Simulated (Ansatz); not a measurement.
Ligand exchange: C2H5ClZn + GaF → C2H5FZn + GaCl

Species: C2H5ClZn `C[CH2][Zn][Cl]`, singlet; GaF, singlet; C2H5FZn `C[CH2][Zn][F]`, singlet; GaCl, singlet. The partners trade Cl for F: Zn–Cl and Ga–F bonds give way to Zn–F and Ga–Cl.

Shapes, held fixed at every level: PBE0-D4/def2-TZVP. Programs: Ansatz 0.2.0. The zero-point and thermal change to 298 K, harmonic and unscaled (PBE0-D4/def2-TZVP), is +0.3 kJ/mol.

```csv
level,kind,ΔH(298 K) (kJ/mol)
HF/def2-SVP,Hartree–Fock,+42.5
HF/def2-TZVPP,Hartree–Fock,+42.8
B3LYP-D4/def2-TZVPP,global hybrid,+34.8
BHLYP-D4/def2-TZVPP,global hybrid,+38.3
r2SCAN0-D4/def2-TZVPP,global hybrid,+39.1
wB97M-V/def2-TZVPP,range-separated hybrid,+39.9
wB97X-V/def2-TZVPP,range-separated hybrid,+40.5
```

wB97X-V/def2-TZVPP gives ΔH(298 K) = +40.5 kJ/mol; the levels span +34.8 to +42.8. The median of the levels is +39.9. No measured value is set beside it here. Relativity is left out for Ga, Zn.
